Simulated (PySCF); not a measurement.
CHO2, multiplicity 2. Atoms are numbered in the order given.

```xyz
4

O      0.1742     1.1540     0.0000
C     -0.4228     0.1348     0.0000
O      0.0187    -1.1168     0.0000
H      0.9936    -1.1068     0.0000
```
Charge 0, spin multiplicity 2.

Geometry optimised at ωB97X-D3(BJ)/def2-TZVP. The isomer is the one that the SMILES or the coordinates give; other isomers of the formula were not compared. The values are those of a single conformer.

These are TDA-PBE/def2-TZVPD (PySCF 2.14.0) values and carry that method's errors.

Vertical excitations. The molecule is in vacuum.

### Question
Estimate the UV-visible absorptions. (The exact figures need the calculation; the answer reports its results.)

### Answer

```tsv
state	energy (eV)	λ (nm)	f	main pairs
root 1	4.26	291	0.006	α HOMO→LUMO 99 %
root 2	4.82	257	0.000	β HOMO→LUMO 100 %
root 3	5.04	246	0.014	α HOMO→LUMO+1 25 %, β HOMO−1→LUMO 69 %
root 4	5.13	242	0.072	α HOMO→LUMO+1 73 %, β HOMO−1→LUMO 24 %
root 5	6.37	195	0.029	α HOMO→LUMO+2 98 %
root 6	6.75	184	0.046	α HOMO→LUMO+3 99 %
root 7	6.78	183	0.041	α HOMO→LUMO+4 99 %
root 8	6.91	180	0.004	α HOMO−1→LUMO 56 %, β HOMO→LUMO+1 37 %
root 9	7.32	169	0.004	α HOMO−2→LUMO 26 %, β HOMO−2→LUMO 51 %, β HOMO−1→LUMO+1 19 %
root 10	7.66	162	0.027	α HOMO→LUMO+5 11 %, β HOMO−3→LUMO 74 %
```
Unrestricted roots are not spin-pure.
